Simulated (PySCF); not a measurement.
## ZnN: from constants to spectrum

PBE0 constants of ZnN, ⁴Σ⁻ (quartet), unpaired electrons σ ↑, π ↑↑ (basis Zn x2c-TZVPPall, N x2c-TZVPPall; spin-free X2C with a Gaussian nucleus; PySCF 2.14; masses 63.9291 and 14.0031 u):

- ωe: 348.1 cm⁻¹
- ωexe: 9.63 cm⁻¹
- Be: 0.35614 cm⁻¹
- αe: 0.00844 cm⁻¹
- De to Zn + N: 0.327 eV

What force constant and bond length do these constants imply?

Reduced mass μred = 11.487 u; k = 5.8918×10⁻⁷·μred·ωe² (u, cm⁻¹, mdyn/Å) = 0.820 mdyn/Å; Re = √(16.8576/(μred·Be)) (u, cm⁻¹, Å) = 2.030 Å.

Estimate the centrifugal constant D from the Kratzer relation and find the Dunham coefficient a1.

D = 4Be³/ωe² = 1.49e-06 cm⁻¹; a1 = −1 − αeωe/(6Be²) = -4.86.

The bond is weak. Basis-set superposition, not corrected here, can be much of De in a small basis, most of all at correlated wavefunction levels. Functionals without a dispersion term scatter widely for such bonds, and LDA overbinds them. The state was picked by a PBE0 search and need not be the measured ground state.
